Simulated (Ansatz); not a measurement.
C$_{2}$H$_{6}$F$_{3}$HfN, SMILES `C[N](C)[Hf]([F])([F])[F]`, relaxed with RKS PBE0-D4/def2-TZVP in Ansatz from a GFN2-xTB geometry. The force threshold is 0.005 eV/Å; the program also tests the step.

Charge 0, multiplicity 1. Hf takes the def2 core potential.

Start:

```xyz
13

C     1.128    0.696    0.609
N     0.446   -0.546    0.223
C    -0.785   -0.703    1.008
Hf   -0.190   -0.200   -1.607
F    -1.310   -1.600   -2.040
F     1.300    0.244   -2.599
F    -1.219    1.316   -1.383
H     2.006    0.835   -0.034
H     1.470    0.632    1.650
H     0.457    1.576    0.524
H    -0.543   -0.819    2.073
H    -1.453    0.177    0.904
H    -1.307   -1.608    0.674
```

(1) How much energy does the relaxation release, and in how many steps? (Best estimate.)

(2) Which bonds change most? (Estimate.)

(3) Give the relaxed structure. (Estimate.)

Answers

(1) Ansatz gave: 79.81 kJ/mol, in 10 steps.

(2) The calculation gave: Hf4–F7 from 1.846 to 1.916 Å; Hf4–F6 from 1.844 to 1.912 Å.

(3) Computed: 
```xyz
13

C     1.090    0.793    0.744
N     0.040   -0.012    0.160
C    -0.830   -0.610    1.149
Hf   -0.235   -0.201   -1.821
F    -1.108   -1.874   -2.125
F     1.476   -0.027   -2.659
F    -1.371    1.222   -2.420
H     1.738    1.217   -0.029
H     1.725    0.195    1.411
H     0.679    1.626    1.330
H    -0.267   -1.261    1.831
H    -1.334    0.154    1.755
H    -1.602   -1.223    0.675
```
